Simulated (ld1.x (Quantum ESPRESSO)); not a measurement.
## Reading a pseudo-wave (Ru (Z = 44))

Columns: radius, all-electron u(r) and pseudo u(r) of the 4p shell (level -46.42 eV) of ruthenium in the configuration [Ar] 3d10 4s2 4p6 4d7 5s1 5p0; PBE, scalar-relativistic, TM scheme, ld1.x (Quantum ESPRESSO) 7.5.

```tsv
r (bohr)	all-electron	pseudo
0.108	0.2726	0.0324
0.215	-0.3884	0.1241
0.322	-0.5537	0.2635
0.430	-0.2422	0.4343
0.538	0.2098	0.6130
0.645	0.6015	0.7760
0.752	0.8726	0.9062
0.860	1.0226	0.9917
0.968	1.0723	1.0267
1.075	1.0516	1.0144
1.182	0.9875	0.9645
1.290	0.8988	0.8875
1.398	0.8003	0.7960
1.505	0.7021	0.7009
1.612	0.6086	0.6084
1.720	0.5220	0.5220
1.828	0.4445	0.4445
1.935	0.3770	0.3770
2.042	0.3183	0.3183
2.150	0.2673	0.2673
2.258	0.2238	0.2238
2.365	0.1873	0.1873
2.472	0.1564	0.1564
2.580	0.1301	0.1301
2.688	0.1081	0.1081
2.795	0.0899	0.0899
```

(1) How many radial nodes do the two functions have?

(2) At about which radius was the pseudo-wave matched?

(3) Where does each function peak?

(4) Is the pseudo-wave norm-conserving?

Answers

(1) The all-electron 4p function has n − l − 1 = 2; the pseudo-wave has 0, since the states of the same l below it are removed with the core.

(2) 1.85 bohr. The columns agree to 0.0005 from 1.61 bohr on; several derivatives are matched, so the curves merge somewhat inside the radius.

(3) Outermost all-electron maximum near 0.97 bohr, pseudo maximum near 0.97 bohr (to the table’s step).

(4) Yes: the TM scheme keeps the norm inside the radius equal to the all-electron one, which fixes the energy derivative of the logarithmic derivative at the level.
